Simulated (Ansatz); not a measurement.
`FC1=C[C@@H](F)[C@H](F)C1`, charge 0, multiplicity 1.

Q: Give a relaxed structure at PBE0-D4/def2-TZVP (the Gaussian-basis code of Ansatz). (An estimate is asked.)

A: The calculation gave: 
Z-matrix (Å, degrees):
```
C
F 1 1.394
C 1 1.538 2 109.6
C 1 1.485 2 110.8 3 115.5
H 1 1.093 2 106.7 3 -119.1
F 3 1.383 1 108.9 2 -134.9
C 3 1.526 1 106.7 2 107.0
H 3 1.092 1 110.2 2 -16.9
C 4 1.326 1 109.2 2 -110.0
H 4 1.080 1 124.5 2 68.5
H 7 1.093 3 110.2 1 130.8
H 7 1.094 3 113.2 1 -108.5
F 9 1.325 4 125.6 1 178.6
```
This is one stationary point; other conformers may exist.
